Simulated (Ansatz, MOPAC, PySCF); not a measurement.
Complex: HCl (SMILES Cl) (first 2 atoms) with H2 (SMILES [H][H]); geometry from B3LYP-D3(BJ)/def2-TZVP.
(charge 0, multiplicity 1):
```xyz
4

Cl    -0.11796    -0.58843    -0.72129
H     -0.07379    -0.40224     0.54699
H     -0.35293     0.02696     2.80098
H      0.36558    -0.16997     2.80402
```

Monomers are frozen at their geometry in the pair; levels with a basis set take the counterpoise correction. Rows marked so take none.

Cores are frozen in the correlated methods. CBS(a, b) extrapolates the correlation energy as X⁻³ and adds the Hartree–Fock energy of set b. Rows in 6-31G* carry no dispersion term and start afresh at each structure (6-31G* with six Cartesian d functions). MP2/6-31G* freezes PySCF's default core. The state that PM7 reach isn't checked; PM7 holds dispersion and hydrogen-bond terms.

Codes used: Ansatz (Gaussian basis) for Hartree–Fock, density functionals and correlated methods; MOPAC for PM7 (differences of heats of formation); PySCF for 6-31G* rows, the dispersion terms. Each number belongs to the level named beside it.

```csv
level,interaction energy (kcal/mol)
PM7,-0.77
PBE-D3(BJ)/def2-TZVPPD,-0.93
PBE-D4/def2-TZVPPD,-0.88
B3LYP/6-31G* (no counterpoise),-0.22
M06-2X/6-31G* (no counterpoise),-0.32
wB97M-V/def2-TZVPPD,-0.51
B2PLYP-D4/def2-TZVPPD,-0.51
MP2/6-31G*,0.22
"CCSD(T)/CBS(aug-cc-pV(T+d)Z, aug-cc-pV(Q+d)Z)",___
```

### Question
Complete the blanks.

### Answer

- CCSD(T)/CBS(aug-cc-pV(T+d)Z, aug-cc-pV(Q+d)Z), interaction energy (kcal/mol): -0.60

Ansatz is a first-principles code.
